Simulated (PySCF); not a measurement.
BClGe2H6, SMILES Cl[B]([GeH3])[GeH3].

The structure is a stationary point at B3LYP-D3(BJ)/def2-SVP. This is a generated structure with no PubChem entry under its InChIKey; it may be hypothetical.

Two levels are set side by side: TDA-PBE/def2-SVPD (PySCF) and TDA-M06-2X/def2-SVPD (PySCF). Vertical, same geometry. The lowest singlet is HOMO→LUMO 99 % with PBE and HOMO→LUMO 98 % with the other functional; states are paired by order. Differences are taken from unrounded values.

| quantity | TDA-PBE |
|---|---|
| lowest singlet excitation (eV) | 3.07 |
| lowest triplet excitation (TDA) (eV) | 2.51 |
| first bright state (f over 0.05) (eV) | 5.11 |
| its oscillator strength | 0.09 |

### Question
These are the TDA-PBE values. What does TDA-M06-2X give? (Estimate from the structure and the level; the computed values follow.)

### Answer

```
quantity                               TDA-M06-2X  TDA-PBE minus TDA-M06-2X
-------------------------------------  ----------  ------------------------
lowest singlet excitation (eV)               3.13                     -0.05
lowest triplet excitation (TDA) (eV)         2.70                     -0.18
first bright state (f over 0.05) (eV)        6.53                     -1.42
its oscillator strength                      0.09                      0.00
```

Rough cost on one machine, each run with all the roots and properties that it gave: TDA-M06-2X against TDA-PBE about 8 times.
